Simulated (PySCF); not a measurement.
Input for PySCF: R-B3LYP/6-31G* on GeH4 (SMILES [GeH4]) with ghost functions.

```python
from pyscf import gto, scf, dft, mp
from pyscf.data.elements import chemcore

mol = gto.M(
    atom='''
    Ge   -0.00003256    0.13432416    0.16204605
    H    -1.52394075    0.28526054    0.22581372
    H     0.41839493   -1.23619423    0.71575661
    H     0.68099087    1.24488269    0.97313318
    H     0.45958978    0.23235918   -1.30488836
    ghost-C    1.05853037   -0.29819707    3.99155295
    ghost-S   -0.75247215   -0.22581852    3.80855658
    ghost-H    1.52854945   -0.69742284    3.09514178
    ghost-H    1.38948432    0.72918263    4.13301644
    ghost-H    1.34382132   -0.88383347    4.86276300
    ghost-H   -0.95362361   -1.54036880    3.62257219
    ''',
    basis='6-31g*',
    cart=True,
    charge=0, spin=0, verbose=3, max_memory=1800)
mf = dft.RKS(mol, xc='b3lyp')
mf.conv_tol = 1e-8
mf.max_cycle = 100
mf.kernel()
if not mf.converged:
    mf = mf.newton().run(mf.mo_coeff, mf.mo_occ)
```

The log:

```
converged SCF energy = -2079.15338668042
```

The run converged.

Cost: very roughly 11 core-seconds.
